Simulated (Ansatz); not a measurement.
Reaction (formal exchange of groups at the Se–C bond): `C[Se][Al]([Cl])[Cl]` + `CC(=O)CC(C)=O` → `[Cl][Al]([Cl])[SeH]` + `CCC(=O)CC(C)=O`

Isolated molecules relaxed with PBE0-D4/def2-TZVP in Ansatz; ΔE leaves out vibrations. CCSD(T)/CBS is the MP2 limit (def2-TZVPP, def2-QZVPP) plus CCSD(T) − MP2 in def2-TZVPP, frozen cores. DFT in def2-TZVPP. For Se outer-core shells are correlated without core-valence functions, which leaves a few kJ/mol of doubt a bond. Scalar relativity is left out up to krypton. Each species was taken in one conformer, which may not be the lowest.

`C[Se][Al]([Cl])[Cl]`:

Z-matrix (Å, degrees):
```
C
Se 1 1.966
H 1 1.088 2 106.5
H 1 1.087 2 110.8 3 -119.6
H 1 1.087 2 109.0 3 118.9
Al 2 2.281 1 99.5 3 145.6
Cl 6 2.088 2 121.3 1 -2.6
Cl 6 2.081 2 119.5 1 178.1
```

`CC(=O)CC(C)=O`:

```xyz
15

C    -0.436    1.715   -1.356
C    -0.942    0.667   -0.413
O    -1.770    0.882    0.435
C    -0.301   -0.709   -0.544
C     0.918   -0.722    0.370
C     0.671   -1.162    1.780
O     1.992   -0.355   -0.032
H    -0.744    1.463   -2.376
H    -0.830    2.692   -1.085
H     0.658    1.720   -1.350
H    -1.031   -1.456   -0.232
H     0.037   -0.887   -1.565
H     0.420   -2.227    1.789
H    -0.195   -0.631    2.186
H     1.553   -0.988    2.393
```

`[Cl][Al]([Cl])[SeH]`:

Cartesian coordinates in Å:
```
Cl -0.366 1.163 -1.805
Al 0.042 -0.360 -0.447
Cl 0.393 -2.289 -1.138
Se 0.116 0.032 1.808
H -0.185 1.453 1.582
```

`CCC(=O)CC(C)=O`:

```xyz
18

C    -1.393    1.485   -1.903
C    -1.238    1.020   -0.472
C     0.184    0.749   -0.069
O     1.131    0.973   -0.781
C     0.371    0.103    1.297
C     0.406   -1.403    1.078
C     1.751   -1.989    0.776
O    -0.608   -2.053    1.109
H    -1.026    0.730   -2.600
H    -2.441    1.683   -2.133
H    -0.821    2.396   -2.083
H    -1.810    0.107   -0.267
H    -1.632    1.760    0.237
H    -0.466    0.333    1.957
H     1.313    0.457    1.716
H     2.245   -1.400   -0.002
H     1.653   -3.029    0.472
H     2.381   -1.924    1.669
```

```csv
level,ΔE (kJ/mol)
ωB97X-V,-13.4
HF/def2-TZVPP,-14.5
SCS-MP2/def2-QZVPP,-9.2
HF/CBS(def2),-14.2
```

Q: What does CCSD(T)/CBS give? (Best estimate.)

A: Computed: -11.6 kJ/mol. The listed levels differ from it by -1.8, -2.9, 2.4, -2.6 kJ/mol.

Largest T1 diagnostic among the species: 0.015.

From PBE to PBE0 (25 % exact exchange), in def2-TZVPP and without D4, ΔE moves by −3.3 kJ/mol.
